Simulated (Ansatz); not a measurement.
Program: Ansatz. Geometries: PBE0-D4/def2-TZVP. ΔE: electronic, gas phase. CBS: MP2 limit from def2 TZ/QZ plus the TZ coupled-cluster correction, frozen cores. DFT in def2-TZVPP. B3LYP here is the variant with VWN-RPA as its local correlation; programs differ in this. Each species was taken in one conformer, which may not be the lowest.

Consider the formal exchange of groups at a C–B bond: `CBBN` + `CC[Si]O` → `CC(C)[Si]O` + `BBN`.

`CBBN`:

Cartesian coordinates in Å:
```
C -0.753 -1.479 0.650
B 0.223 -0.734 -0.317
B 0.141 0.900 -0.681
N 0.839 1.929 -0.055
H -0.293 -2.324 1.170
H -1.509 -1.931 -0.013
H -1.292 -0.854 1.364
H 1.004 -1.431 -0.919
H -0.597 1.238 -1.577
H 0.750 2.894 -0.324
H 1.488 1.790 0.701
```

`CC[Si]O`:

Cartesian coordinates in Å:
```
C -0.496 0.698 0.513
C -0.630 -0.426 -0.503
Si 0.924 -1.409 -1.035
O 2.120 -0.675 -0.158
H 0.177 1.486 0.158
H -1.453 1.180 0.730
H -0.105 0.334 1.469
H -1.349 -1.184 -0.157
H -1.073 -0.057 -1.441
H 1.883 0.054 0.424
```

`CC(C)[Si]O`:

```xyz
13

C     1.172    0.278    0.048
C    -0.203   -0.205    0.478
C    -1.239    0.922    0.448
Si   -0.942   -1.717   -0.460
O     0.234   -2.078   -1.565
H     1.933   -0.506    0.131
H     1.164    0.634   -0.989
H     1.518    1.117    0.660
H    -0.143   -0.565    1.519
H    -2.231    0.575    0.754
H    -1.339    1.341   -0.559
H    -0.957    1.743    1.114
H     1.033   -1.540   -1.579
```

`BBN`:

```xyz
8

B    -0.336    0.608    1.224
B     0.442    0.075   -0.147
N    -0.047   -0.721   -1.177
H    -0.896    1.670    1.270
H    -0.284    0.008    2.263
H     1.593    0.435   -0.252
H     0.511   -0.989   -1.970
H    -0.983   -1.086   -1.211
```

```csv
level,ΔE (kJ/mol),difference from CCSD(T)/CBS
LDA (SPW92),56.8,5.6
PBE-D4,56.2,5.0
revPBE-D4,51.8,0.6
BLYP-D4,53.0,1.8
r2SCAN-D4,57.2,6.0
B97M-V,58.5,7.3
PBE0-D4,55.2,4.0
B3LYP-D4,53.5,2.3
r2SCANh-D4,56.8,5.6
r2SCAN0-D4,56.2,5.0
BHLYP-D4,52.2,1.0
CAM-B3LYP-D4,54.0,2.8
ωB97X-V,51.8,0.6
ωB97M-V,53.8,2.6
B2PLYP,54.9,3.7
PBE-QIDH,53.5,2.3
PBE,59.4,8.2
revPBE,61.0,9.8
BLYP,60.2,9.0
r2SCAN,58.0,6.8
PBE0,58.0,6.8
B3LYP,58.8,7.6
r2SCAN0,57.2,6.0
BHLYP,56.3,5.1
CAM-B3LYP,56.9,5.7
LC-ωPBE,57.0,5.8
RPA@PBE/def2-TZVPP,46.0,-5.2
HF/def2-SVP,51.7,0.5
MP2/def2-SVP,46.3,-4.9
CCSD/def2-SVP,46.9,-4.3
CCSD(T)/def2-SVP,45.8,-5.4
HF/def2-TZVPP,52.8,1.6
MP2/def2-TZVPP,49.2,-2.0
SCS-MP2/def2-TZVPP,48.0,-3.2
CCSD/def2-TZVPP,50.8,-0.4
CCSD(T)/def2-TZVPP,50.0,-1.2
MP2/def2-QZVPP,49.9,-1.3
SCS-MP2/def2-QZVPP,48.9,-2.3
MP2/CBS(def2),50.4,-0.8
CCSD/CBS(def2),52.0,0.8
CCSD(T)/CBS,51.2,0
```

Largest T1 diagnostic among the species: 0.013.

Leaving LDA and LC-ωPBE aside and taking each functional with its dispersion term where it has one, the values spread over 6.7 kJ/mol, from revPBE-D4 to B97M-V. At CCSD(T), def2-SVP lies −5.4 kJ/mol from the extrapolated value and def2-TZVPP −1.2 kJ/mol.
